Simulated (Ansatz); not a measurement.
A structure relaxed at B3LYP-D4/def2-SVPD in Ansatz, charge -1, doublet:

```xyz
6

Be   -0.341   -1.074    0.245
Be    0.338    1.077   -0.242
Cl   -1.168   -1.980   -1.237
Cl   -0.999    2.419    0.090
Cl    2.140    1.181   -0.907
Cl    0.030   -1.623    2.051
```

Give its formula and point group.

Be2Cl4⁻ (the lowest doublet isomer of a short search). Point group D2d (tolerance 0.1 Å).

Summarise the bond lengths by kind (pairs closer than 1.2 times the sum of covalent radii, bridged metal pairs left out).

4 × Be–Cl 1.92 Å.

The relaxation made no stability test and no search for a lower SCF solution. The structure comes from a short search, and lower isomers may exist.
